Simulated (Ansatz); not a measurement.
Reaction (ligand exchange at the Si–S bond): `N[SiH]([SiH3])S` + NH₃ → `N[SiH](N)[SiH3]` + H₂S

Gas-phase electronic energies from Ansatz, PBE0-D4/def2-TZVP geometries. CBS: MP2 limit from def2 TZ/QZ plus the TZ coupled-cluster correction, frozen cores. This one scheme is used for every species. DFT in def2-TZVPP. Each species was taken in one conformer, which may not be the lowest.

```json
{"level": "revPBE-D4", "ΔE (kJ/mol)": "17.7", "difference from CCSD(T)/CBS": "7.9"}
{"level": "r2SCAN-D4", "ΔE (kJ/mol)": "11.5", "difference from CCSD(T)/CBS": "1.7"}
{"level": "B97M-V", "ΔE (kJ/mol)": "9.3", "difference from CCSD(T)/CBS": "-0.5"}
{"level": "BLYP", "ΔE (kJ/mol)": "6.2", "difference from CCSD(T)/CBS": "-3.6"}
{"level": "r2SCANh", "ΔE (kJ/mol)": "10.8", "difference from CCSD(T)/CBS": "1.0"}
{"level": "CAM-B3LYP", "ΔE (kJ/mol)": "0.4", "difference from CCSD(T)/CBS": "-9.4"}
{"level": "LC-ωPBE", "ΔE (kJ/mol)": "7.7", "difference from CCSD(T)/CBS": "-2.1"}
{"level": "HF/def2-SVP", "ΔE (kJ/mol)": "1.9", "difference from CCSD(T)/CBS": "-7.9"}
{"level": "HF/def2-QZVPP", "ΔE (kJ/mol)": "-1.2", "difference from CCSD(T)/CBS": "-11.0"}
{"level": "MP2/CBS(def2)", "ΔE (kJ/mol)": "13.1", "difference from CCSD(T)/CBS": "3.3"}
{"level": "CCSD(T)/CBS", "ΔE (kJ/mol)": "9.8", "difference from CCSD(T)/CBS": "0"}
```

Problem. What do rigid-rotor, harmonic-oscillator terms from PBE0-D4/def2-TZVP frequencies (298.15 K, 1 bar) make of the CCSD(T)/CBS value? (Estimate.)

Solution. Computed: ΔZPE = -7.3 kJ/mol, ΔH = +1.8 kJ/mol, ΔS = -2 J/(mol·K), ΔG = +2.3 kJ/mol.

Largest T1 diagnostic among the species: 0.012.

In def2-TZVPP, CCSD(T) changes the Hartree–Fock value by +7.2 kJ/mol (the triples alone add +2.3 kJ/mol) and MP2 by +10.5 kJ/mol. The D4 term adds +3.5 kJ/mol with B3LYP and +1.9 kJ/mol with PBE0; it sums over pairs of atoms, weighted by their polarisabilities, and B3LYP, whose exchange is more repulsive, gets the larger term. Leaving LDA and LC-ωPBE aside and taking each functional with its dispersion term where it has one, the values, not all of them listed here, spread over 15.0 kJ/mol, from CAM-B3LYP-D4 to revPBE-D4. LDA lies −6.9 kJ/mol from PBE without D4.

B3LYP here is the variant with VWN-RPA as its local correlation; programs differ in this.
